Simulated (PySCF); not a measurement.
Si(H)(F)(Br)(vinyl) (C2H4BrFSi), SMILES F[SiH](Br)C=C.

Geometry: B3LYP-D3(BJ)/def2-SVP. This is a generated structure with no PubChem entry under its InChIKey; it may be hypothetical. One conformer was computed; it need not be the lowest.

Two levels are set side by side: TDA-PBE/def2-SVPD (PySCF) and TDA-M06-2X/def2-SVPD (PySCF). Vertical, same geometry. The lowest singlet is HOMO→LUMO 81 %, HOMO−1→LUMO 17 % with PBE and HOMO→LUMO 45 %, HOMO−1→LUMO 24 %, HOMO−3→LUMO 20 % with the other functional; states are paired by order. Differences are taken from unrounded values.

```csv
quantity,TDA-M06-2X
lowest singlet excitation (eV),6.35
lowest triplet excitation (TDA) (eV),4.50
first bright state (f over 0.05) (eV),7.19
its oscillator strength,0.07
```

Problem. What does TDA-PBE give, and how far is it from TDA-M06-2X? (An estimate is asked for; the answer gives what the named calculation found.)

Solution. 
```tsv
quantity	TDA-PBE	TDA-PBE minus TDA-M06-2X
lowest singlet excitation (eV)	5.14	-1.22
lowest triplet excitation (TDA) (eV)	4.24	-0.26
first bright state (f over 0.05) (eV)	6.63	-0.56
its oscillator strength	0.20	0.14
```

A lower first singlet is the usual sign of a functional without exact exchange. Differences between two approximate levels are no errors against the true value.

Rough cost on one machine, each run with all the roots and properties that it gave: TDA-M06-2X against TDA-PBE about 9 times.
